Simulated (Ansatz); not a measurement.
`F[Si]1(Cl)C[SiH2]1` + H₂ → `Cl[SiH]1C[SiH2]1` + H–F at 600 K and 1 bar (hydrogenolysis of the Si–F bond).

Computed with Ansatz on PBE0-D4/def2-TZVP structures; ΔE is electronic, products minus reactants. CCSD(T)/CBS adds triple-zeta CCSD(T) − MP2 to the extrapolated MP2 energy (def2 sets, frozen cores). This one scheme is used for every species.

| species | CCSD(T)/CBS energy (Eh) | H − E (kJ/mol) | S (J/(mol·K)) |
| --- | --- | --- | --- |
| `F[Si]1(Cl)C[SiH2]1` | -1178.26379 | 186.9 | 442.9 |
| H₂ | -1.17544 | 43.9 | 150.8 |
| `Cl[SiH]1C[SiH2]1` | -1079.00337 | 195.7 | 416.1 |
| H–F | -100.39570 | 42.3 | 194.0 |

H − E and S are ideal-gas, rigid-rotor, harmonic terms from PBE0-D4/def2-TZVP, for one conformer and one mirror image of each species. The MP2-based limit puts H₂ 0.8 mEh under its directly extrapolated value; such offsets cancel only in part. 1 Eh = 2625.50 kJ/mol, R = 8.31446 J/(mol·K).

**Question.** By hand: ΔE, ΔH, ΔS and ΔG.

**Answer.** ΔE = (-1079.00337) + (-100.39570) − (-1178.26379) − (-1.17544) = 0.04016 Eh = 105.4 kJ/mol. Δ(H − E) = 195.7 + 42.3 − 186.9 − 43.9 = 7.2, so ΔH = 112.6 kJ/mol. ΔS = 416.1 + 194.0 − 442.9 − 150.8 = 16.4 J/(mol·K). ΔG = 112.6 − 600 × (16.4)/1000 = 102.8 kJ/mol.

**Question.** By hand: the equilibrium constant, and the temperature at which ΔG would vanish if ΔH and ΔS stayed fixed.

**Answer.** log₁₀ K = −ΔG/(RT ln 10) = -8.9. ΔG = 0 at ΔH/ΔS = 6866 K, far beyond where these terms or the molecules hold.

ΔH outweighs TΔS. A doubt of 5 kJ/mol in ΔE shifts log₁₀ K by 0.4 here. Other conformers and mirror images would add mixing entropy, several J/(mol·K) or more a flexible species. These are equilibria of isolated gas molecules and say nothing of rates. Largest T1 diagnostic: 0.012 (customary marks: 0.02 for closed shells, 0.045 for open ones).
